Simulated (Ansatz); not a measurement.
`F[C@H](Cl)[Si@@H]1CO1`. Charge 0, multiplicity 1.

```tsv
atom	x (Å)	y (Å)	z (Å)
F1	1.807	1.742	-0.629
C2	0.827	0.856	-1.002
Cl3	-0.628	1.742	-1.481
Si4	0.448	-0.329	0.436
C5	-1.208	-0.977	0.716
O6	-0.688	0.137	1.540
H7	1.178	0.335	-1.897
H8	1.694	-0.946	0.935
H9	-1.382	-1.882	1.292
H10	-2.047	-0.678	0.091
```

Problem. What are the harmonic wavenumbers in cm⁻¹ at PBE0-D4/def2-TZVP (Ansatz, finite differences of forces, unscaled)? (Estimate.)

Solution. Computed: 49, 117, 161, 271, 326, 419, 554, 638, 726, 750, 775, 828, 841, 1045, 1073, 1112, 1136, 1211, 1325, 1459, 2268, 3081, 3105, 3190.

Problem. Is this a minimum?

Solution. Yes, all 24 modes are real.

Problem. Give the ideal-gas thermochemistry at 298.15 K and 1 bar (rigid rotor, harmonic oscillator; point group C1, symmetry number 1).

Solution. Zero-point energy 158.3 kJ/mol; H(298) − E = 179.2 kJ/mol; entropy 356.5 J/(mol·K), of which translation 169.2, rotation 117.5, vibration 69.8; G(298) − E = 72.9 kJ/mol. Modes under 100 cm⁻¹ are hindered rotations or soft bends, so the harmonic entropy is rough.
